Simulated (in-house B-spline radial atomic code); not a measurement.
## Ionising the silicon ion Si²⁺ with different functionals

Computed with an all-electron radial atomic-structure program (B-spline basis): non-relativistic Hamiltonian, point nucleus, spin-polarised at highest spin, spherical fractional occupations for the functionals, the average over the highest-spin determinants for Hartree-Fock. The ionisation energy is the difference of two self-consistent energies, [Ne] 3s2 → [Ne] 3s1, without Breit or QED terms; ε is the level of the shell that loses the electron (its least bound occupied spin orbital).

| method | rung | ΔSCF (eV) | -ε(3s) (eV) |
| --- | --- | --- | --- |
| Hartree-Fock | Hartree-Fock | 31.95 | 32.16 |
| HF fractional | Hartree-Fock | 31.95 | 32.16 |
| LDA VWN5 | LDA | 33.52 | 28.60 |
| LDA PW92 | LDA | 33.52 | 28.60 |
| LDA exchange-only | LDA | 31.91 | 27.32 |
| PBE | GGA | 33.38 | 28.48 |
| PBEsol | GGA | 33.22 | 28.43 |
| BLYP | GGA | 33.47 | 28.42 |
| RPBE | GGA | 33.34 | 28.41 |
| PW91 | GGA | 33.45 | 28.55 |
| BP86 | GGA | 33.46 | 28.62 |
| AM05 | GGA | 33.14 | 28.38 |
| OLYP | GGA | 33.21 | 28.25 |
| TPSS | meta-GGA | 33.19 | 28.55 |
| SCAN | meta-GGA | 32.92 | 28.69 |
| r2SCAN | meta-GGA | 32.87 | 28.66 |
| M06-L | meta-GGA | 33.29 | 28.56 |
| revTPSS | meta-GGA | 33.15 | 28.59 |
| PBE0 | global hybrid | 33.24 | 29.63 |
| B3LYP | global hybrid | 33.54 | 29.50 |
| TPSSh | global hybrid | 33.16 | 29.00 |
| M06-2X | global hybrid | 33.65 | 30.94 |
| BHandHLYP | global hybrid | 33.28 | 30.71 |
| r2SCAN0 | global hybrid | 32.90 | 29.74 |
| B97-1 | global hybrid | 33.51 | 29.37 |
| HSE06 | range-separated hybrid | 33.25 | 29.25 |
| wB97X | range-separated hybrid | 33.14 | 32.12 |
| CAM-B3LYP | range-separated hybrid | 33.54 | 31.13 |
| LC-wPBE | range-separated hybrid | 33.24 | 32.54 |

Problem. Among the functionals, which spreads more, the ΔSCF values or the orbital energies?

Solution. The orbital energies: ΔSCF values span about 1.74 eV and the orbital energies 5.22 eV.

Problem. How do they compare with the NIST value?

Solution. NIST lists 33.493 eV (measured, ground level to ground level). Errors run from -1.58 to +0.16 eV; B97-1 is closest (+0.02 eV), but part of that can be cancellation, since the calculations leave out relativity, Breit-QED terms, the near-degeneracy of s² and p². Hartree-Fock also lacks correlation.
